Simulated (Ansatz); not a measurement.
Geometry optimisation, RKS PBE0-D4/def2-SVP in Ansatz.

Input:

```yaml
crystal:
  periodic: [false, false, false]
  atoms:
    - { symbol: "N", position_ang: [-0.9875, -0.2306, -0.9053] }
    - { symbol: Sn, position_ang: [0.2815, -1.289, 0.2173] }
    - { symbol: O, position_ang: [1.5647, -0.0659, 1.051] }
    - { symbol: H, position_ang: [-0.96619, -0.65577, -1.91738] }
    - { symbol: H, position_ang: [-1.99056, -0.41422, -0.5723] }
    - { symbol: H, position_ang: [1.044, 0.6504, 1.4897] }
basis:
  gaussian: { orbitals: def2-SVP }
hamiltonian:
  xc: pbe0
  dispersion: d4
relax:
  f_tol: 0.015
  max_steps: 40
output:
  orbitals: {}
```

Run as:

```bash
$ ansatz run input.yaml --threads 1 --pin off --max-ram 2048MiB --backend cpu --events-out ev --progress --plain --runs-dir out
```

**Question.** Where does it end, and by what steps?

**Answer.** The run converged. After 13 steps the energy has fallen by 1.082 eV; H5 moved furthest, 1.06 Å.

| step | energy less start (eV) | largest force component (eV/Å) | accepted |
| --- | --- | --- | --- |
| 0 | 0.0000 | 2.884 | yes |
| 1 | -0.4843 | 1.143 | yes |
| 2 | -0.4875 | 2.981 | yes |
| 3 | -0.6812 | 0.695 | yes |
| 4 | -0.8011 | 0.457 | yes |
| 5 | -0.8840 | 0.951 | yes |
| 6 | -0.9687 | 0.695 | yes |
| 7 | -1.0316 | 0.944 | yes |
| 8 | -1.0614 | 0.295 | yes |
| 9 | -1.0807 | 0.117 | yes |
| 10 | -1.0814 | 0.092 | yes |
| 11 | -1.0814 | 0.104 | yes |
| 12 | -1.0823 | 0.039 | yes |
| 13 | -1.0824 | 0.004 | yes |

```xyz
6
Properties=species:S:1:pos:R:3
N -0.871 -0.508 -0.888
Sn 0.778 -1.466 -0.168
O 1.167 -0.141 1.285
H -1.418 -0.851 -1.673
H -1.265 0.359 -0.534
H 0.556 0.603 1.341
```

Whether the end is a true minimum wasn't checked by a vibrational analysis.

The run took 2.3 min on 1 thread of Intel(R) Xeon(R) Processor @ 2.50GHz (Skylake/Cascade Lake) (shared host), peak memory 0.15 GiB.
